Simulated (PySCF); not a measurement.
Species: C4H6FNSi.
Atom-mapped SMILES: `[F:1][c:2]1[cH:3][cH:4][cH:5][n:6]1[SiH3:7]` (hydrogens: H8 on C3; H9 on C4; H10 on C5; H11, H12, H13 on Si7)

Theory: PBE0-D3(BJ)/def2-SVP geometry optimisation, gas phase (PySCF 2.14.0).

(1) Give the optimised bond lengths and angles.

Results:

(1) 
```tsv
bond	length (Å)
F1–C2	1.324
C2–C3	1.366
C3–C4	1.430
C4–C5	1.371
C5–N6	1.391
N6–Si7	1.778
C2–N6	1.367
C3–H8	1.087
C4–H9	1.088
C5–H10	1.087
Si7–H11, Si7–H12, Si7–H13	1.488
```

Bonds in one row agree within 0.01 Å and their mean is given. A selection of angles:
```tsv
angle	degrees
F1–C2–C3	130.5
F1–C2–N6	118.0
C3–C2–N6	111.6
C2–C3–C4	105.2
C2–C3–H8	126.4
C4–C3–H8	128.5
C3–C4–C5	108.0
C3–C4–H9	126.3
C5–C4–H9	125.8
C4–C5–N6	108.7
C4–C5–H10	130.7
N6–C5–H10	120.6
C5–N6–Si7	127.5
C2–N6–C5	106.6
C2–N6–Si7	125.9
N6–Si7–H11	110.1
N6–Si7–H12	104.8
H11–Si7–H12	110.9
H11–Si7–H13	109.9
```

The 3 C–C bonds span 1.366 Å (C2–C3, aromatic) to 1.430 Å (C3–C4, aromatic), a spread of 0.064 Å. Si7 (SiH3 silicon) is distorted tetrahedral (angles from 104.8° to 111.0°). The 2 C–N bonds span 1.367 Å (C2–N6, aromatic) to 1.391 Å (C5–N6, aromatic), a spread of 0.024 Å. N6 (pyrrole-type nitrogen) is planar (angles 127.5°, 125.9° and 106.6°, sum 360.0°, 0.00 Å off the plane of its three neighbours). The 7 heavy atoms lie in one plane (0.002 Å rms). The 5-membered ring C2–C3–C4–C5–N6 has internal angles of 105.2° to 111.6°; it is planar, 0.00 Å rms from its mean plane, widest ring torsion 0°.

Point group: Cs (every atom within 0.08 Å of its image). Not checked by PBE0-D3(BJ)/def2-SVP frequencies.

On Arm Neoverse V2, one thread, no GPU, shared host, this took 41 s wall. This is the geometry optimisation.
